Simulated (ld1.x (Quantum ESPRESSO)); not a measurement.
## Building the RRKJ potential for scandium (PBE, fully relativistic).

scandium (Sc), norm-conserving RRKJ (Kleinman–Bylander form), made with ld1.x (Quantum ESPRESSO) 7.5 (PBE, fully relativistic). Core [Ar], reference 3d1 4s2 4p0. Waves: 4p (bound, empty): rc 4.20 bohr; 3d (bound): rc 2.60 bohr; 4s (bound): rc 2.70 bohr. Local part: the s channel. Core correction: none. rho0 = 0.02.

Open shells are filled in proportion to 2j + 1 (rel_dist='average').

* Cutoffs needed: 21 Ry and 30 Ry (the cutoffs (Ry, on a coarse ladder) from which the occupation-weighted sum of valence levels, in a spherical-Bessel basis at the reference potential, stays within 10 and 1 mRy of its value at 400 Ry)
* Ghost test: no extra level below or beside the all-electron valence levels (p1/2, p3/2, d3/2, d5/2, s, f tested) (spherical-Bessel basis up to 400 Ry, 20 bohr box)
* Largest excitation error: +761 meV (all-electron minus pseudo) for 3d0 4s2 4p1, out of 7 test configurations
